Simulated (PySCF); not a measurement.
Dissociation curve of GaH, singlet. Each curve is given relative to its own lowest point near equilibrium.

```json
[
 {"R / Å": "1.35", "A": "76.4", "B": "80.8", "C": "83.8", "D": "81.9"},
 {"R / Å": "1.43", "A": "37.4", "B": "41.0", "C": "43.8", "D": "43.8"},
 {"R / Å": "1.51", "A": "14.4", "B": "16.9", "C": "19.7", "D": "19.7"},
 {"R / Å": "1.56", "A": "6.1", "B": "7.9", "C": "10.2", "D": "10.2"},
 {"R / Å": "1.63", "A": "0.5", "B": "1.3", "C": "2.3", "D": "2.3"},
 {"R / Å": "1.68", "A": "0.0", "B": "0.0", "C": "0.0", "D": "0.0"},
 {"R / Å": "1.74", "A": "2.3", "B": "1.4", "C": "0.2", "D": "0.2"},
 {"R / Å": "1.80", "A": "7.2", "B": "5.4", "C": "3.1", "D": "3.1"},
 {"R / Å": "1.86", "A": "14.0", "B": "11.4", "C": "8.1", "D": "8.1"},
 {"R / Å": "1.95", "A": "27.0", "B": "23.2", "C": "18.9", "D": "18.9"},
 {"R / Å": "2.08", "A": "49.3", "B": "44.1", "C": "39.2", "D": "39.2"},
 {"R / Å": "2.27", "A": "84.9", "B": "78.7", "C": "74.2", "D": "74.2"},
 {"R / Å": "2.55", "A": "137.2", "B": "131.0", "C": "144.5", "D": "128.3"},
 {"R / Å": "2.77", "A": "174.1", "B": "169.9", "C": "178.3", "D": "168.9"},
 {"R / Å": "3.04", "A": "212.1", "B": "208.4", "C": "202.4", "D": "214.7"},
 {"R / Å": "3.39", "A": "247.9", "B": "239.0", "C": "218.4", "D": "266.1"},
 {"R / Å": "3.71", "A": "265.5", "B": "255.8", "C": "225.5", "D": "304.4"},
 {"R / Å": "4.15", "A": "274.5", "B": "268.4", "C": "230.0", "D": "342.4"},
 {"R / Å": "4.52", "A": "276.9", "B": "273.0", "C": "231.6", "D": "360.6"},
 {"R / Å": "5.04", "A": "277.9", "B": "275.0", "C": "232.7", "D": "365.8"},
 {"R / Å": "5.88", "A": "278.3", "B": "275.7", "C": "233.1", "D": "336.9"},
 {"R / Å": "6.69", "A": "278.4", "B": "275.8", "C": "233.2", "D": "286.4"}
]
```

Energies in kJ/mol.

Task: Match the curves with the methods restricted MP2 (frozen core)/3-21G run with PySCF; CCSD(T) on UHF/def2-TZVP, 9 core orbitals frozen in PySCF; PySCF with unrestricted PBE0/def2-TZVP; unrestricted MP2 (frozen core)/3-21G (PySCF).

Result: A is UCCSD(T); B is UKS-PBE0; C is UMP2/3-21G; D is RMP2/3-21G.

The unrestricted determinant behind UCCSD(T) is spin-contaminated at 1.35 to 1.51, 2.55 to 6.69 Å (<S²> up to 1.0, against 0.00 for a pure singlet). The unrestricted determinant behind UMP2/3-21G is spin-contaminated at 1.35, 2.55 to 6.69 Å (<S²> up to 1.0, against 0.00 for a pure singlet). The restricted form behind RMP2/3-21G keeps the bonding electrons paired and can't separate into open-shell fragments. The unrestricted determinant behind UKS-PBE0 is spin-contaminated at 3.04 to 6.69 Å (<S²> up to 1.0, against 0.00 for a pure singlet).
